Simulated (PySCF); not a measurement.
Species: `CS[Si@H](S)C(C)(F)F`. The columns A, B, C and D hold Mulliken, IAO, Hirshfeld and ESP-fitted charges (e) of one PBE0/pcSseg-1 density (PySCF), in a shuffled order. Coordinates in Å (GFN2-xTB); the density's dipole moment is (1.16, -1.14, 0.17) D.

```tsv
atom	x	y	z	A	B	C	D
C1	2.957	-0.214	0.201	-0.112	-0.497	-0.405	-0.393
S2	1.326	-0.974	0.459	-0.080	-0.173	-0.292	-0.196
Si3	0.133	0.450	-0.592	+0.286	+0.729	+0.648	+0.037
S4	0.664	2.450	-0.023	-0.132	-0.322	-0.388	-0.333
C5	-1.719	0.082	-0.177	+0.104	+0.329	+0.205	+0.526
C6	-2.010	-1.262	0.448	-0.137	-0.453	-0.262	-0.558
F7	-2.416	0.203	-1.354	-0.109	-0.308	-0.306	-0.234
F8	-2.238	1.081	0.612	-0.104	-0.309	-0.307	-0.232
H9	3.206	-0.240	-0.854	+0.049	+0.160	+0.161	+0.190
H10	3.670	-0.800	0.769	+0.058	+0.177	+0.168	+0.189
H11	2.939	0.809	0.563	+0.040	+0.162	+0.178	+0.186
H12	0.281	0.301	-2.034	-0.077	-0.121	-0.013	+0.033
H13	-0.569	2.883	0.182	+0.061	+0.129	+0.184	+0.250
H14	-1.472	-1.350	1.388	+0.048	+0.167	+0.149	+0.172
H15	-1.680	-2.046	-0.228	+0.052	+0.165	+0.139	+0.180
H16	-3.079	-1.362	0.628	+0.054	+0.167	+0.141	+0.183
```

Q: Which column most likely holds the ESP-fitted charges?

A: D. Σ q r misses the density's dipole by 0.09 D (D), 0.40 D (A), 1.59 D (B), 1.96 D (C). Charges fitted to the outside potential are the only set here that is tied to the molecule's multipoles.

Q: And the Hirshfeld charges?

A: A. The mean sizes are 0.094 e (A), 0.243 e (D), 0.247 e (C), 0.273 e (B), and Hirshfeld charges are commonly the smallest of these schemes.

As computed, A = Hirshfeld, B = IAO, C = Mulliken, D = ESP-fitted. Hydrogens on carbon: Hirshfeld +0.04 to +0.06, IAO +0.16 to +0.18, Mulliken +0.14 to +0.18, ESP-fitted +0.17 to +0.19 e.

The IAO scheme counts the electrons in orthogonalised intrinsic atomic orbitals, a minimal basis polarised so that it spans the occupied orbitals exactly. The Mulliken scheme counts on each atom the diagonal of the density matrix times the overlap matrix over that atom's basis functions.

Isolated species at its GFN2-xTB geometry (one conformer only).

Shape of the structure used: `[CH3:1][S:2][Si@H:3]([SH:4])[C:5]([CH3:6])([F:7])[F:8]`: C1–S2–Si3–S4 -47°, S2–Si3–C5–C6 -15°, H–S4–Si3–S2 -132°.
